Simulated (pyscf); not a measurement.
## Cl–GeH: (SMILES [Cl][GeH]), singlet

Gas-phase minimum from PySCF at ωB97X-D3(BJ)/def2-SVP, one conformer. 

SMILES: [Cl][GeH]
```xyz
3

Cl     0.8959     2.1457     0.4705
Ge     1.1310     0.3575    -0.7607
H      0.0635    -0.4958     0.0609
```
Charge 0, spin multiplicity 1.

Bonds (Å): Cl1–Ge2 2.184, Ge2–H3 1.595. Angles (°): Cl1–Ge2–H3 94.3.

Properties at ωB97X-D3(BJ)/def2-SVP:

```json
{
  "harmonic_wavenumbers_unscaled": "420, 757, 1954 cm⁻¹",
  "zero_point_energy": "4.5 kcal/mol",
  "rotational_symmetry_number": "1",
  "Entropy of this conformer at 298 K and 1 atm, rigid rotor and harmonic oscillator, modes under 100 cm⁻¹ raised to 100": "263.9 J/(mol K)",
  "dipole_moment": "1.79 D"
}
```

Single-point totals, which compare only within one level (frozen core for MP2 and CC):

```json
[
 {"level": "ωB97X-D3(BJ)/def2-TZVP", "total energy (hartree)": "-2537.78412"},
 {"level": "PBE/def2-TZVP", "total energy (hartree)": "-2537.32646"},
 {"level": "r²SCAN/def2-TZVP", "total energy (hartree)": "-2537.78488"},
 {"level": "B3LYP-D3(BJ)/def2-TZVP", "total energy (hartree)": "-2537.89846"},
 {"level": "PBE0-D3(BJ)/def2-TZVP", "total energy (hartree)": "-2537.41502"},
 {"level": "M06-2X/def2-TZVP", "total energy (hartree)": "-2537.81518"},
 {"level": "ωB97M-D3(BJ)/def2-TZVP", "total energy (hartree)": "-2537.90158"},
 {"level": "HF/def2-TZVPP", "total energy (hartree)": "-2535.47760"},
 {"level": "MP2/def2-TZVPP", "total energy (hartree)": "-2535.89522"},
 {"level": "CCSD/def2-TZVPP", "total energy (hartree)": "-2535.91872"},
 {"level": "CCSD(T)/def2-TZVPP", "total energy (hartree)": "-2535.93668"}
]
```

The CCSD(T) − MP2 part came from Ansatz, without density fitting, on the same reference. The frozen core leaves the outer d or s,p core shells of the metals and heavy elements correlated in the MP2 and CC values, and def2-TZVPP describes them poorly, so these totals are far from the basis limit. Elements up to Kr have no core potential and no relativistic terms here.
